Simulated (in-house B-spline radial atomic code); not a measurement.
Results of a calculation; reference values are marked as such.
# H ion on Hf atom: potential, deflection and energy transfer

The pair potential comes from two frozen, spherical free-atom densities (PBE, B-spline radial code, scalar-relativistic past argon): electrostatics plus the change in Thomas-Fermi kinetic and Dirac exchange energy where they overlap, the recipe behind the universal ZBL potential, which averages such potentials (from solid-state densities) over many pairs. It is written V = (Z1 Z2 e²/r) φ(r/a), with e² = 14.3996 eV·Å and a = 0.46850 Å/(Z1^0.23 + Z2^0.23); ZBL's fit is φ = 0.18175 e^(−3.1998x) + 0.50986 e^(−0.94229x) + 0.28022 e^(−0.4029x) + 0.02817 e^(−0.20162x). Where φ falls below 4e-4 it is continued as an exponential.

Masses 1.01 and 178.49 u.

```json
{"x = r/a": "0.1", "φ, this pair": "0.8619", "φ, ZBL": "0.8928"}
{"x = r/a": "0.5", "φ, this pair": "0.5639", "φ, ZBL": "0.6096"}
{"x = r/a": "1.5", "φ, this pair": "0.2634", "φ, ZBL": "0.2995"}
{"x = r/a": "3", "φ, this pair": "0.1088", "φ, ZBL": "0.1292"}
{"x = r/a": "5", "φ, this pair": "0.04737", "φ, ZBL": "0.05224"}
{"x = r/a": "8", "φ, this pair": "0.01717", "φ, ZBL": "0.01705"}
{"x = r/a": "12", "φ, this pair": "0.004703", "φ, ZBL": "0.00474"}
{"x = r/a": "17", "φ, this pair": "0.0007587", "φ, ZBL": "0.001212"}
```

At x = 6.5 the electrostatic, kinetic and exchange parts are -12.21, 55.75 and -8.67 eV. Find r, V and φ.

a = 0.46850/(1.0000 + 2.6742) = 0.12751 Å, so r = 0.82883 Å. V = -12.21 + 55.75 + (-8.67) = 34.87 eV. The bare repulsion is 1 × 72 × 14.3996/0.82883 = 1250.9 eV, so φ = 0.0279, -4.3 % against ZBL's 0.0291. The kinetic (Pauli) term is 160 % of V here, as the other two terms together attract.

The ion comes in at 8.177 keV with impact parameter 0.0638 Å. The scattering integral gives a centre-of-mass angle of 59.82° and a closest approach of 0.7716 a. What are the reduced energy, the energy passed on and the laboratory angles?

ε = E a M2/(Z1 Z2 e² (M1 + M2)) = 8177 × 1.2230e-04 = 1. The most that one collision can pass on is γE with γ = 4 M1 M2/(M1 + M2)² = 0.0224. Here T = γE sin²(θ/2) = 0.0224 × 8177 × 0.2486 = 45.5 eV. The ion turns by arctan(sin θ/(cos θ + M1/M2)) = 59.5°, and the struck atom leaves at (180° − θ)/2 = 60.1°. The closest approach is 0.098 Å. With ZBL the angle would be 63.04° and T = 50.01 eV.
